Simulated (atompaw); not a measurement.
## An all-electron radial function and its pseudo partner (phosphorus (P))

Columns: radius, all-electron u(r) and pseudo u(r) of the 3s shell (level -13.84 eV) of phosphorus in the configuration [Ne] 3s2 3p3; PBEsol, non-relativistic, PAW (atompaw) scheme, atompaw 4.2.0.5.

```tsv
r (bohr)	all-electron	pseudo
0.090	0.1464	0.0975
0.180	-0.1275	0.1936
0.270	-0.3227	0.2869
0.360	-0.3748	0.3760
0.450	-0.3182	0.4598
0.540	-0.1977	0.5371
0.630	-0.0479	0.6071
0.720	0.1077	0.6691
0.810	0.2550	0.7224
0.900	0.3864	0.7669
0.990	0.4984	0.8024
1.080	0.5903	0.8289
1.170	0.6630	0.8468
1.260	0.7173	0.8564
1.350	0.7552	0.8585
1.440	0.7786	0.8537
1.530	0.7895	0.8427
1.620	0.7899	0.8265
1.710	0.7817	0.8058
1.800	0.7665	0.7816
1.890	0.7460	0.7547
1.980	0.7212	0.7257
2.070	0.6933	0.6953
2.160	0.6634	0.6639
2.250	0.6320	0.6321
2.340	0.5999	0.5999
```

Question: How many radial nodes do the two functions have?

Answer: The all-electron 3s function has n − l − 1 = 2; the pseudo-wave has 0, since the states of the same l below it are removed with the core.

Question: Where does each function peak?

Answer: Outermost all-electron maximum near 1.62 bohr, pseudo maximum near 1.35 bohr (to the table’s step).

Question: Is the pseudo-wave norm-conserving?

Answer: No, it belongs to a PAW set: the norm inside the radius is not constrained, and the difference is carried by the augmentation charge.
